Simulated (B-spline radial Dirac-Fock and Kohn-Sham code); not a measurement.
Bi 3s: cross section and angular parameters

System: neutral bismuth, 1s2 2s2 2p6 3s2 3p6 3d10 4s2 4p6 4d10 4f14 5s2 5p6 5d10 6s2 6p3; threshold 3999.0 eV (tabulated edge). Method: Dirac-Hartree-Slater photoionisation with a Latter tail; cross sections with all multipoles, angular parameters from the dipole term and its interference with E2. Computed with an atomic code on a B-spline grid.

The run's input, task.json:

```json
{"items": [{
  "Z": 83,
  "q": 0,
  "cfg": [[1, 0, 2], [2, 0, 2], [2, 1, 6], [3, 0, 2], [3, 1, 6], [3, 2, 10], [4, 0, 2], [4, 1, 6], [4, 2, 10], [4, 3, 14], [5, 0, 2], [5, 1, 6], [5, 2, 10], [6, 0, 2], [6, 1, 3]],
  "A": 209,
  "rrms": 5.5211,
  "do": "xps",
  "hv": [52.2, 59.7, 60.0, 73.6, 91.1, 101.0, 108.0, 139.0, 150, 242.0, 320.0, 391.0, 402.0, 505.0, 653.0, 800, 1253.6, 2984.4, 4000, 4700.0, 4910.0, 5414.7, 5660.0, 5880.0, 6000, 8160.0, 8640.0, 9251.7, 11700.0, 13700.0],
  "edges": {"K": 90526.0, "L1": 16388.0, "L2": 15711.0, "L3": 13419.0, "M1": 3999.0, "M2": 3696.0, "M3": 3177.0, "M4": 2688.0, "M5": 2580.0, "N1": 939.0, "N2": 805.2, "N3": 678.8, "N4": 464.0, "N5": 440.1, "N6": 162.3, "N7": 157.0, "O1": 159.3, "O2": 119.0, "O3": 92.6}
}]}
```

Command: `python xray2_run.py task.json out`

For linearly polarised light dσ/dΩ = σ/(4π) [1 + β P₂(cos θ) + (δ + γ cos²θ) sin θ cos φ], with θ from the polarisation vector and φ the angle between the beam and the projection of the electron momentum on the plane normal to the polarisation.

```csv
hν (eV),σ (kb),β,γ
4700,15.2,1.855,1.196
4910,14.3,1.860,1.068
5414.7,12.4,1.870,0.830
5660,11.6,1.874,0.736
5880,11.0,1.877,0.661
6000,10.6,1.879,0.622
8160,6.47,1.899,0.152
8640,5.86,1.901,0.087
9251.7,5.21,1.904,0.018
11700,?,?,?
13700,2.56,1.916,-0.188
```

Q: Give the values at 11700 eV.

A: σ = 3.43 kb, β = 1.913, γ = -0.145. For an s subshell δ is negligible.
